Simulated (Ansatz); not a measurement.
C$_{2}$H$_{8}$SiTe (`CC([SiH3])[TeH]`), relaxed with RKS PBE0-D4/def2-TZVP in the Gaussian-basis code of Ansatz from a PBE-D4/def2-SVP geometry. The force threshold is 0.005 eV/Å; the program also tests the step.

Charge 0, multiplicity 1. Te: def2 effective core potential.

Start:

```xyz
12

C    -0.903    0.487    1.217
C    -0.008   -0.391    0.336
Si    1.021    0.593   -0.922
Te   -1.294   -1.827   -0.755
H    -0.288    1.218    1.784
H    -1.477   -0.108    1.959
H    -1.630    1.071    0.614
H     0.657   -1.020    0.962
H     1.973    1.512   -0.191
H     0.106    1.428   -1.774
H     1.827   -0.331   -1.792
H     0.017   -2.630   -1.437
```

How much energy does the relaxation release, and in how many steps? (Best estimate.)

Computed: 5.36 kJ/mol, in 9 steps.

Which bonds change most? (Best estimate.)

Ansatz gave: C2–Te4 from 2.215 to 2.167 Å; C2–Si3 from 1.900 to 1.876 Å; Te4–H12 from 1.682 to 1.658 Å; Si3–H9 from 1.511 to 1.493 Å.

Give the relaxed structure. (Estimate.)

The calculation gave: 
```xyz
12

C    -0.892    0.487    1.205
C     0.003   -0.400    0.349
Si    1.006    0.569   -0.906
Te   -1.257   -1.820   -0.695
H    -0.288    1.201    1.773
H    -1.477   -0.093    1.924
H    -1.591    1.064    0.592
H     0.660   -0.998    0.983
H     1.931    1.503   -0.198
H     0.089    1.363   -1.762
H     1.815   -0.348   -1.751
H     0.000   -2.528   -1.513
```
